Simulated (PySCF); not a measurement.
C3H11F3Si3, SMILES CC(C)[SiH2][SiH2][Si](F)(F)F, GFN2-xTB optimised geometry.

```
20

C      2.31    -0.96     1.54
C      2.04    -1.23     0.06
C      2.76    -0.20    -0.80
Si     0.16    -1.24    -0.31
Si    -0.74     0.89     0.00
Si    -3.02     0.89     0.00
F     -3.66     0.13    -1.25
F     -3.69     0.12     1.22
F     -3.84     2.25     0.00
H      1.95     0.03     1.83
H      3.38    -0.99     1.75
H      1.82    -1.70     2.17
H      2.45    -2.21    -0.17
H      3.84    -0.23    -0.62
H      2.60    -0.40    -1.86
H      2.41     0.81    -0.58
H     -0.46    -2.25     0.56
H     -0.01    -1.71    -1.70
H     -0.32     1.53     1.26
H     -0.31     1.85    -1.04
```

Density from B3LYP/def2-SVP run with PySCF at that geometry.

Minimum of the electron density along straight lines between bonded atoms, close to the bond critical point (lines longer than 1.1 times the sum of covalent radii, or with two minima, are not listed):

```json
[
 {"bond": "C1–C2", "length / Å": "1.526", "ρ at the minimum / e bohr⁻³": "0.243", "∇²ρ there / e bohr⁻⁵": "-0.55", "position (fraction from the first atom)": "0.50"},
 {"bond": "C2–C3", "length / Å": "1.526", "ρ at the minimum / e bohr⁻³": "0.243", "∇²ρ there / e bohr⁻⁵": "-0.55", "position (fraction from the first atom)": "0.50"},
 {"bond": "C2–Si4", "length / Å": "1.916", "ρ at the minimum / e bohr⁻³": "0.112", "∇²ρ there / e bohr⁻⁵": "0.28", "position (fraction from the first atom)": "0.62"},
 {"bond": "Si6–F7", "length / Å": "1.595", "ρ at the minimum / e bohr⁻³": "0.123", "∇²ρ there / e bohr⁻⁵": "1.17", "position (fraction from the first atom)": "0.42"},
 {"bond": "Si6–F8", "length / Å": "1.594", "ρ at the minimum / e bohr⁻³": "0.124", "∇²ρ there / e bohr⁻⁵": "1.17", "position (fraction from the first atom)": "0.42"},
 {"bond": "Si6–F9", "length / Å": "1.592", "ρ at the minimum / e bohr⁻³": "0.124", "∇²ρ there / e bohr⁻⁵": "1.18", "position (fraction from the first atom)": "0.42"},
 {"bond": "C1–H10", "length / Å": "1.089", "ρ at the minimum / e bohr⁻³": "0.277", "∇²ρ there / e bohr⁻⁵": "-1.01", "position (fraction from the first atom)": "0.62"},
 {"bond": "C1–H12", "length / Å": "1.088", "ρ at the minimum / e bohr⁻³": "0.278", "∇²ρ there / e bohr⁻⁵": "-1.02", "position (fraction from the first atom)": "0.62"},
 {"bond": "C2–H13", "length / Å": "1.095", "ρ at the minimum / e bohr⁻³": "0.272", "∇²ρ there / e bohr⁻⁵": "-0.96", "position (fraction from the first atom)": "0.62"},
 {"bond": "C3–H14", "length / Å": "1.089", "ρ at the minimum / e bohr⁻³": "0.276", "∇²ρ there / e bohr⁻⁵": "-1.01", "position (fraction from the first atom)": "0.62"},
 {"bond": "C3–H15", "length / Å": "1.088", "ρ at the minimum / e bohr⁻³": "0.278", "∇²ρ there / e bohr⁻⁵": "-1.02", "position (fraction from the first atom)": "0.62"},
 {"bond": "C3–H16", "length / Å": "1.089", "ρ at the minimum / e bohr⁻³": "0.276", "∇²ρ there / e bohr⁻⁵": "-1.00", "position (fraction from the first atom)": "0.62"},
 {"bond": "Si4–H17", "length / Å": "1.472", "ρ at the minimum / e bohr⁻³": "0.115", "∇²ρ there / e bohr⁻⁵": "0.32", "position (fraction from the first atom)": "0.49"},
 {"bond": "Si4–H18", "length / Å": "1.472", "ρ at the minimum / e bohr⁻³": "0.115", "∇²ρ there / e bohr⁻⁵": "0.32", "position (fraction from the first atom)": "0.49"},
 {"bond": "Si5–H19", "length / Å": "1.476", "ρ at the minimum / e bohr⁻³": "0.114", "∇²ρ there / e bohr⁻⁵": "0.32", "position (fraction from the first atom)": "0.49"},
 {"bond": "Si5–H20", "length / Å": "1.476", "ρ at the minimum / e bohr⁻³": "0.114", "∇²ρ there / e bohr⁻⁵": "0.32", "position (fraction from the first atom)": "0.49"}
]
```
